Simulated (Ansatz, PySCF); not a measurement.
CH3Cl3OTi, SMILES C[O][Ti]([Cl])([Cl])[Cl], multiplicity 1. Atoms are numbered in the order given.

```xyz
9

Ti     0.0000     0.0000     0.0727
Cl     1.6907     1.1927     0.7617
Cl     0.1874    -2.0604     0.7619
Cl    -1.8782     0.8677     0.7619
O      0.0000     0.0000    -1.6358
C      0.0000     0.0000    -3.0258
H     -0.9413     0.4347    -3.3972
H      0.8472     0.5979    -3.3972
H      0.0942    -1.0326    -3.3973
```

Geometry: PBE0-D3(BJ)/def2-SVP. The spin state was assumed, not searched. The values are those of a single conformer.

Two levels are set side by side: PBE-D3(BJ)/def2-SVP (Ansatz, an electronic-structure program) and PBE0-D3(BJ)/def2-SVP (Ansatz). Each level has its own optimised geometry; the coordinates shown are those of the second. Frequencies come from the Hessian of PySCF at each geometry. Differences are taken from unrounded values.

```csv
quantity,PBE0-D3(BJ)
mean bond length (Å),1.618
bond Ti1–Cl2 (Å),2.181
bond Ti1–Cl3 (Å),2.181
bond Ti1–Cl4 (Å),2.181
bond Ti1–O5 (Å),1.709
bond O5–C6 (Å),1.390
bond C6–H7 (Å),1.101
bond C6–H8 (Å),1.101
bond C6–H9 (Å),1.101
highest harmonic wavenumber (cm⁻¹),3152
mean harmonic wavenumber (cm⁻¹),967
zero-point energy (kcal/mol),29.03
```

Q: What does PBE-D3(BJ) give, and how far is it from PBE0-D3(BJ)? (The exact figures need the calculation; the answer reports its results.)

A: 
```tsv
quantity	PBE-D3(BJ)	PBE-D3(BJ) minus PBE0-D3(BJ)
mean bond length (Å)	1.632	0.014
bond Ti1–Cl2 (Å)	2.197	0.017
bond Ti1–Cl3 (Å)	2.197	0.017
bond Ti1–Cl4 (Å)	2.197	0.017
bond Ti1–O5 (Å)	1.732	0.023
bond O5–C6 (Å)	1.398	0.008
bond C6–H7 (Å)	1.111	0.010
bond C6–H8 (Å)	1.111	0.010
bond C6–H9 (Å)	1.111	0.010
highest harmonic wavenumber (cm⁻¹)	3043	-109
mean harmonic wavenumber (cm⁻¹)	930	-37
zero-point energy (kcal/mol)	27.92	-1.11
```

Exact exchange shortens and stiffens bonds; PBE has none. Differences between two approximate levels are no errors against the true value.
